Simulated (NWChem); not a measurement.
Species: CCl$_{3}$, doublet; SMILES Cl[C](Cl)Cl

```xyz
4

Cl    -1.6323    -0.4235    -0.0248
C      0.0000     0.0000     0.2712
Cl     1.1829    -1.2019    -0.0248
Cl     0.4494     1.6253    -0.0248
```
Atoms are numbered in this order, from 1.

All runs: NWChem. Pople sets run with spherical d functions. Spin-unrestricted. In the optimisation the excess spin sits in a (C3, its own frame). Structure relaxed at the PBE0/def2-SVP, spin-unrestricted level. No stability test was run on the SCF state. B3LYP is NWChem's, with the RPA form of VWN correlation. Vzz is the largest principal value of the second derivative of the potential at the nucleus (NWChem prints the opposite sign); η is the asymmetry. Non-relativistic.

```json
[
 {"level": "B3LYP/def2-TZVP", "Vzz Cl4 (a.u.)": "4.051", "η Cl4": "0.15"},
 {"level": "B3LYP/6-31G*", "Vzz Cl4 (a.u.)": "(withheld)", "η Cl4": "0.13"},
 {"level": "UHF/6-31G*", "Vzz Cl4 (a.u.)": "3.961", "η Cl4": "0.09"},
 {"level": "UHF/cc-pVTZ", "Vzz Cl4 (a.u.)": "3.946", "η Cl4": "0.10"}
]
```

Some entries are withheld; supply them.


- B3LYP/6-31G*, Vzz Cl4 (a.u.): 3.795
